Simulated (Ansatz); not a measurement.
Stepwise reaction of `O=C=[N][AlH2]` with hydrogen chloride, as a gas-phase model of exchange steps in deposition or etching. ΔE in kJ/mol; ΔG adds harmonic PBE0-D4 terms to CCSD(T)/CBS, at 1 bar.

Gas-phase electronic energies from Ansatz, PBE0-D4/def2-TZVP geometries. CBS: MP2 limit from def2 TZ/QZ plus the TZ coupled-cluster correction, frozen cores. This one scheme is used for every species. DFT in def2-TZVPP. B3LYP here is the variant with VWN-RPA as its local correlation; programs differ in this. One conformer a species, not always the lowest.

```csv
step,reaction,PBE-D4,B3LYP-D4,ωB97M-V,CCSD(T)/CBS,ΔG(600 K)
1,`O=C=[N][AlH2]` + HCl → `O=C=[N][AlH][Cl]` + H₂,-144.1,-145.7,-146.3,-148.1,-142.0
2,`O=C=[N][AlH][Cl]` + HCl → `O=C=[N][Al]([Cl])[Cl]` + H₂,-130.8,-133.2,-132.9,-135.6,-123.0
```

(1) By hand: ΔE of the 2 steps together at CCSD(T)/CBS.

Results:

(1) (-148.1) + (-135.6) = -283.7 kJ/mol, or -141.8 kJ/mol a step.

In ΔE each step is higher than the one before. All are downhill at CCSD(T)/CBS. ΔG lies between -142.0 and -123.0 kJ/mol a step. PBE-D4 differs from CCSD(T)/CBS by 4.0 to 4.8 kJ/mol a step. Isolated molecules leave out the surface, adducts and barriers. Largest T1 diagnostic: 0.016.
